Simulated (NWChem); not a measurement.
Species: C2H5Ga; SMILES C=[CH][GaH2]

```xyz
8

Ga    -0.0366    -0.7577     0.0000
H     -1.5861    -1.0308     0.0000
H      1.0003    -1.9383     0.0000
C      0.5335     1.1094     0.0000
C     -0.3667     2.1050     0.0000
H      1.5961     1.3864     0.0000
H     -0.0778     3.1643     0.0000
H     -1.4463     1.9092     0.0000
```
Atoms are numbered in this order, from 1.

Program: NWChem. Pople sets run with spherical d functions. The geometry was optimised at PBE0/def2-SVP. Isolated, static molecule.

GIAO at B3LYP/6-311G**: principal shieldings of C5 are -89.3, 36.6, 151.7 ppm; an isolated tetramethylsilane molecule has σ = 183.0 ppm at the same levels.

Task: Find the isotropic 13C shift, its principal values, the span and the skew.

Result: 
1. σ(iso) = one third of the sum = 33.0 ppm.
2. δ = σ(reference) − σ = 150.0 ppm against tetramethylsilane.
3. δ11, δ22, δ33 = 272.3, 146.4, 31.3 ppm.
4. Span Ω = δ11 − δ33 = 241.0 ppm; skew κ = 3(δ22 − δ(iso))/Ω = -0.04.
